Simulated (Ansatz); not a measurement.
Ansatz (a program for electronic structure) input (wB97M-V/def2-TZVPD):

Ansatz 0.2 input:
```yaml
crystal:
  periodic: [false, false, false]
  atoms:
    - {symbol: C, position_ang: [-0.94624070, 0.73633939, -0.06174193]}
    - {symbol: C, position_ang: [0.40855271, 1.11519937, -0.17548297]}
    - {symbol: C, position_ang: [1.19874016, -0.04710827, -0.04671251]}
    - {symbol: C, position_ang: [0.33230945, -1.14431388, 0.14661305]}
    - {symbol: C, position_ang: [-0.99336163, -0.66011660, 0.13732436]}
    - {symbol: H, position_ang: [-1.80076211, 1.40130526, -0.11749921]}
    - {symbol: H, position_ang: [0.77750433, 2.12230225, -0.33395634]}
    - {symbol: H, position_ang: [2.28128621, -0.08965033, -0.08889716]}
    - {symbol: H, position_ang: [0.63240809, -2.17770920, 0.27901487]}
    - {symbol: H, position_ang: [-1.89043652, -1.25624797, 0.26133784]}
basis:
  gaussian:
    orbitals: def2-TZVPD
hamiltonian:
  xc: {name: wB97M-V}
total_charge: -1
output: {forces: true}
```

Output:

```
Functional definition: wB97M-V
integrals: 0.17 GiB planned
1125 factors; their error is unknown
integrals: 0.20 GiB planned
410 factors; integrals over basis functions are off by at most 4.6e-6 eV
mean field: 1.79 GiB planned
mean field evaluation 1: about -5263.0957 eV, gradient 3.2e1 eV
mean field evaluation 2: about -5263.9074 eV, gradient 2.7e1 eV
mean field evaluation 4: about -5265.6489 eV, gradient 4.6e-1 eV
mean field evaluation 8: about -5265.6431 eV, gradient 6.1e-3 eV
mean field -5265.64305309 eV, -193.5088130200 hartree, gradient 5.0e-5 eV, S^2 0.000000; 0 other end points of the search recorded, 0 dependent functions left out
the calculation of the forces begins
reference -5265.64311169 eV, -193.5088151734 hartree; 18, 18 occupied and 212, 212 virtual orbitals, 1125 factors
Total energy: -5265.64311169 eV, -193.5088151734 hartree
Atom 0 at    -0.946241     0.736339    -0.061742 Å, force     0.128081    -0.099669     0.008357 eV/Å
Atom 1 at     0.408553     1.115199    -0.175483 Å, force    -0.055315    -0.151048     0.023767 eV/Å
Atom 2 at     1.198740    -0.047108    -0.046713 Å, force    -0.162527     0.006183     0.006362 eV/Å
Atom 3 at     0.332309    -1.144314     0.146613 Å, force    -0.044856     0.155197    -0.019894 eV/Å
Atom 4 at    -0.993362    -0.660117     0.137324 Å, force     0.134551     0.089389    -0.018597 eV/Å
Atom 5 at    -1.800762     1.401305    -0.117499 Å, force    -0.000605     0.000471    -0.000039 eV/Å
Atom 6 at     0.777504     2.122302    -0.333956 Å, force     0.000327     0.000674    -0.000110 eV/Å
Atom 7 at     2.281286    -0.089650    -0.088897 Å, force     0.000709    -0.000050    -0.000024 eV/Å
Atom 8 at     0.632408    -2.177709     0.279015 Å, force     0.000218    -0.000672     0.000085 eV/Å
Atom 9 at    -1.890437    -1.256248     0.261338 Å, force    -0.000582    -0.000476     0.000093 eV/Å
Dipole moment:     0.000001    -0.000001     0.000000 e Å
```

It need not be the lowest isomer of its formula. Whether it binds its extra electron was not tested at this geometry.
